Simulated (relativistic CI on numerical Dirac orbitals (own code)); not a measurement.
# Slater and spin-orbit integrals, Te XXX

Calculated at this level of theory: Dirac-Coulomb-Breit CI, KLI orbitals optimised for each configuration, model QED (radiative potential, 1s self-energy scaled to tabulated hydrogen-like ionisation energies), unscaled Slater integrals (own radial code, finite nucleus).

Slater integrals F^k, G^k are unscaled and averaged over j, outside the closed core [Ne]; ζ comes from projecting the Hamiltonian with its Breit term on Σ l·s of the shell.

- 3s2.3p6.3d5: F^2(3d,3d) = 376710, F^4(3d,3d) = 242660, ζ(3d) = 40019 cm⁻¹; <r>(3d) = 0.2695, <r^2>(3d) = 0.08461 (bohr units).
- 3s2.3p5.3d6: ζ(3p) = 312800, F^2(3d,3d) = 375860, F^4(3d,3d) = 242080, F^2(3p,3d) = 331750, G^1(3p,3d) = 362100, G^3(3p,3d) = 239220, ζ(3d) = 39505 cm⁻¹; <r>(3p) = 0.2995, <r^2>(3p) = 0.1036, <r>(3d) = 0.2701, <r^2>(3d) = 0.08496 (bohr units).
- 3s2.3p4.3d7: F^2(3p,3p) = 330850, ζ(3p) = 312500, F^2(3d,3d) = 374990, F^4(3d,3d) = 241490, F^2(3p,3d) = 331330, G^1(3p,3d) = 362050, G^3(3p,3d) = 239060, ζ(3d) = 38996 cm⁻¹; <r>(3p) = 0.2998, <r^2>(3p) = 0.1039, <r>(3d) = 0.2706, <r^2>(3d) = 0.08532 (bohr units).

Problem. Give the Racah parameters of the d shell in 3s2.3p6.3d5.

Solution. B = F²/49 − 5F⁴/441 = 4937 cm⁻¹ and C = 35F⁴/441 = 19258 cm⁻¹.

Averages of the first 10 configurations, taken without configuration mixing, which lowers the lowest level and can move excited configurations by several eV; other configurations of the list can lie among them:

```tsv
Configuration	Parity	States	Average energy above the lowest level (eV)
3s2.3p6.3d5	even	252	38.5
3s2.3p5.3d6	odd	1260	268.5
3s2.3p4.3d7	even	1800	503.7
3s.3p6.3d6	even	420	440.0
3p6.3d7	even	120	848.5
3s.3p5.3d7	odd	1440	668.9
3s2.3p6.3d4.4s	even	420	724.1
3s2.3p6.3d4.4p	odd	1260	786.2
3s2.3p6.3d4.4d	even	2100	871.6
3s2.3p5.3d5.4s	odd	3024	948.0
```
